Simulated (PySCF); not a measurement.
# Magnetic susceptibility: `C1C2(C[C@@H](C)[C@H]2C)C1`, C₈H₁₄

Geometry:
| atom | x (Å) | y (Å) | z (Å) |
| --- | --- | --- | --- |
| C1 | 2.406 | 0.399 | -0.246 |
| C2 | 1.220 | 0.159 | 0.671 |
| C3 | 0.553 | -1.228 | 0.556 |
| C4 | -0.777 | -0.542 | 0.298 |
| C5 | -1.872 | -1.029 | -0.594 |
| C6 | -2.098 | -0.916 | 0.887 |
| C7 | -0.131 | 0.839 | 0.317 |
| C8 | -0.208 | 1.616 | -0.987 |
| H9 | 3.246 | -0.215 | 0.072 |
| H10 | 2.713 | 1.442 | -0.211 |
| H11 | 2.165 | 0.142 | -1.273 |
| H12 | 1.517 | 0.383 | 1.698 |
| H13 | 0.915 | -1.816 | -0.287 |
| H14 | 0.592 | -1.841 | 1.456 |
| H15 | -1.777 | -2.017 | -1.019 |
| H16 | -2.368 | -0.323 | -1.243 |
| H17 | -2.738 | -0.123 | 1.245 |
| H18 | -2.165 | -1.824 | 1.466 |
| H19 | -0.502 | 1.473 | 1.128 |
| H20 | -1.218 | 1.995 | -1.131 |
| H21 | 0.473 | 2.463 | -0.970 |
| H22 | 0.042 | 0.981 | -1.833 |

Theory: GIAO B3LYP/pcSseg-1 magnetisability, rotational g tensor and spin-rotation constants, non-relativistic, gas phase in PySCF 2.14.0. Geometry: GFN2-xTB.

Question: How diamagnetic is it, and how anisotropic?

Answer: Isotropic -1510 × 10⁻³⁰ J/T², or -90.9 × 10⁻⁶ cm³/mol; principal values -1647, -1515, -1367 × 10⁻³⁰ J/T², anisotropy 242 × 10⁻³⁰ J/T² (root of half the summed squared differences of the principal values). The susceptibility is in cgs units.

Question: Split it along the inertial axes a, b, c into diamagnetic and paramagnetic parts about the centre of mass, with the quadrupole moment.

Answer: 
```
axis  χ (10⁻⁶ cm³/mol)  diamagnetic (10⁻⁶ cm³/mol)  paramagnetic (10⁻⁶ cm³/mol)  summed x² of all electrons (Å²)  quadrupole Θ (D Å)
   a             -91.1                      -503.3                        412.2                            170.8               -1.79
   b             -96.6                      -884.5                        787.9                             80.9               +1.06
   c             -85.0                     -1067.7                        982.7                             37.7               +0.73
```
Anisotropies 2χaa − χbb − χcc = -0.7 and 2χbb − χaa − χcc = -17.1 × 10⁻⁶ cm³/mol. Θ is traceless in Buckingham's convention.

Question: And the rotational g tensor?

Answer: 
| axis | rotational constant (GHz) | g | nuclear part | electronic part |
| --- | --- | --- | --- | --- |
| a | 3.4176 | -0.0010 | 0.6609 | -0.6618 |
| b | 1.6589 | +0.0025 | 0.6165 | -0.6140 |
| c | 1.3411 | -0.0052 | 0.6139 | -0.6191 |

Asymmetric top; isotopes 12C, 1H; no vibrational averaging.
